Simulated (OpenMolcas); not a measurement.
Ir3+: moving or changing the point charges

Ir3+ among 6 point charges of -1 e arranged as a trigonal prism (D3h), 1.77 Å from the ion, with a polar angle of 48.1° against the regular 49.1°.
```
   1.3178    0.0000    1.1817  -1.00
  -0.6589    1.1413    1.1817  -1.00
  -0.6589   -1.1413    1.1817  -1.00
   1.3178    0.0000   -1.1817  -1.00
  -0.6589    1.1413   -1.1817  -1.00
  -0.6589   -1.1413   -1.1817  -1.00
```

- Program: OpenMolcas 26.06
- Method: CASSCF
- Basis: ANO-RCC-VDZP [7s6p4d2f]
- Scalar Hamiltonian: DKH2, point nucleus
- Active space: 6 electrons in 5 orbitals (5d)
- State averaging: 2S+1 = 5 even, 5 roots; 2S+1 = 3 even, 45 roots; 2S+1 = 1 even, 50 roots
- Spin-orbit coupling: RASSI with atomic mean-field integrals over the reference wave functions

Runs around this geometry, states (labels of D3, the rotations of D3h). Energies in cm-1 above the lowest state or level, χT in cm3 K/mol.

```
R (Å)  q (e)  Polar angle / regular  Ground state  First state of that spin  First gap with spin-orbit (degeneracies)  χT at 300 K  First state of another spin
 1.77   -0.8                   0.98            5E                  5A1 2381                               1551 (2, 1)        4.582                     3E 14606
 1.69     -1                   0.98            5E                  5A1 2624                               1636 (2, 1)        4.524                     3E 11329
 1.77     -1                   0.98            5E                  5A1 2765                               1632 (2, 1)        4.549                     3E 13033
 1.86     -1                   0.98            5E                  5A1 2775                               1592 (2, 1)        4.572                     3E 14491
 1.77     -1                   1.06           5A1                  5E 397.6                               1316 (2, 1)        4.600                    3A2 13240
```

Scaling the charges by -0.8 / -1 = 0.80 scales the first state of the same spin by 2381 / 2765 = 0.86; with fixed orbitals a first-order splitting would follow the charge.

The ground state changes within this set.

Without dynamic correlation the repulsion within the d shell is too large (B by tens of per cent), so at a given field states of lower spin stand too high. This shell can be high or low spin here, a state of another spin lies low, and with metal d orbitals alone active their balance is uncertain, so the ground spin may be wrong. Point charges give a weaker field than real ligands, and real ions of this kind are as a rule low spin; the high spin found here belongs to the model. An orbital doublet at a regular site is open to a Jahn-Teller distortion, which this geometry leaves out (holds for R = 1.77, q = -0.8, ratio = 0.98; R = 1.69, q = -1, ratio = 0.98; R = 1.77, q = -1, ratio = 0.98; R = 1.86, q = -1, ratio = 0.98). Point charges carry no covalency, so the field is a model and not that of real ligands. No measured value stands beside these numbers.
